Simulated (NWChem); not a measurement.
Species: Si2H2, singlet; SMILES [SiH2]=[Si]

```xyz
4

Si     0.0000     0.0000     0.9782
Si     0.0000     0.0000    -1.2383
H      0.0000     1.2496     1.8209
H      0.0000    -1.2496     1.8209
```
Atoms are numbered in this order, from 1.

Computed with NWChem. Low-valent species are run as closed-shell singlets; no triplet was tried in these runs. Coordinates come from a PBE-D3(BJ)/def2-SVP optimisation. Total energies compare along this basis series because the functional is fixed.

```json
[
 {"level": "TPSS/pcseg-1", "basis functions": "46", "energy (Ha)": "-580.0982", "highest occupied level (eV)": "-5.21", "orbital gap (eV)": "0.83", "dipole (D)": "0.25"},
 {"level": "TPSS/aug-pcseg-1", "basis functions": "72", "energy (Ha)": "-580.0997", "highest occupied level (eV)": "-5.19", "orbital gap (eV)": "0.83", "dipole (D)": "0.25"},
 {"level": "TPSS/pcseg-2", "basis functions": "96", "energy (Ha)": "-580.1466", "highest occupied level (eV)": "-5.18", "orbital gap (eV)": "0.82", "dipole (D)": "0.18"},
 {"level": "TPSS/STO-3G", "basis functions": "20", "energy (Ha)": "-573.3324", "highest occupied level (eV)": "-0.70", "orbital gap (eV)": "1.00", "dipole (D)": "0.90"},
 {"level": "TPSS/def2-SVP", "basis functions": "46", "energy (Ha)": "-579.9379", "highest occupied level (eV)": "-5.14", "orbital gap (eV)": "0.82", "dipole (D)": "0.29"}
]
```
